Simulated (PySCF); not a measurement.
Compound: C₁₀H₉ (doublet state).
Structure used (PBE0-D3(BJ)/def2-SVP), in Å, numbered top down from 1:
```xyz
19
C10H9 angstrom
C     -2.0929    2.0017    0.3910
C     -2.4278    0.7714    0.0434
C     -1.5227   -0.3843   -0.1072
C     -2.0362   -1.6165   -0.2826
C     -0.0547   -0.1703   -0.0414
C      0.5670    0.8254   -0.8095
C      1.9483    0.9964   -0.7654
C      2.7319    0.1824    0.0520
C      2.1258   -0.8081    0.8227
C      0.7443   -0.9814    0.7752
H     -1.1983    2.5668    0.6500
H     -3.4910    0.5501   -0.1302
H     -3.1164   -1.7833   -0.3128
H     -1.3875   -2.4862   -0.4098
H     -0.0393    1.4557   -1.4639
H      2.4175    1.7693   -1.3792
H      3.8150    0.3216    0.0889
H      2.7308   -1.4462    1.4716
H      0.2667   -1.7460    1.3924
```

The hyperfine couplings belong to this conformer and change with its torsions.

As a line formula: `[H]/[C]=C\C(=C)c1ccccc1` [radical].

Theory: PySCF 2.14.0, UKS B3LYP, IGLO-III on C, pcH-1 on H, non-relativistic, mean-field spin-orbit, GIAO. Geometry: PBE0-D3(BJ)/def2-SVP, one conformer, isolated molecule. The frame is twisted about the C3–C5 bond at this geometry (dihedral C4–C3–C5–C10 = -48°); couplings at other torsion angles weren't computed. Stability of the SCF solution: not tested.

(1) What is the g tensor, term by term?

(2) What effective moment and Curie constant follow for a powder?

(3) What are the electron Larmor frequencies g μB B/h along the three axes at 1200 mT?

(4) At 33.831 GHz, how far is the centre of the isotropic spectrum from where a free electron (g = 2.002319) resonates?

(5) In a frozen sample, at which fields do the three g values resonate at 9.5, 34, 94 and 263 GHz (hyperfine left aside), and which band first spreads them over more than twice a line width of 1.0 mT?

## Answers

(1) 
```csv
Δg (ppm),1,2,3
relativistic mass correction,-148,-148,-148
gauge correction,35,7,-57
orbital Zeeman/spin–orbit,-376,-32,680
total,-488,-173,475
```

So g = 2.00183, 2.00215, 2.00279 and g_iso = 2.00226; the tensor is rhombic: the two nearest values differ by 33 % of g3 − g1. Axes: g2 points within 12° of the C2–C3 bond.

(2) With the mean of g² = 4.0090 and S(S+1) = 0.75: μ_eff = √(⟨g²⟩S(S+1)) = 1.734 μB and χT = 0.12505·⟨g²⟩·S(S+1) = 0.376 cm³ K/mol (cgs; spin-Hamiltonian part alone).

(3) 33.6217, 33.6270, 33.6379 GHz for g1, g2 and g3, a range of 16.2 MHz.

(4) B = hν/(g μB) with μB/h = 13.99624 MHz/mT gives 1207.17 mT for the free electron and 1207.21 mT at g_iso, 0.04 mT higher.

(5) 
```
band    GHz  B(g3) mT  B(g2) mT  B(g1) mT  spread mT
   X    9.5    338.90    339.01    339.07       0.16
   Q   34.0   1212.92   1213.31   1213.50       0.58
   W   94.0   3353.36   3354.44   3354.97       1.61
   J  263.0   9382.27   9385.30   9386.78       4.51
```

The spread grows in proportion to the frequency. J band is the first where it exceeds 2.0 mT.

The largest Mulliken spin populations are on C1 (+1.05), C2 (-0.14) and C3 (+0.09). C1 is the only atom above +0.15.

The HOMO–LUMO gaps are 5.12 eV among the α and 3.98 eV among the β orbitals.
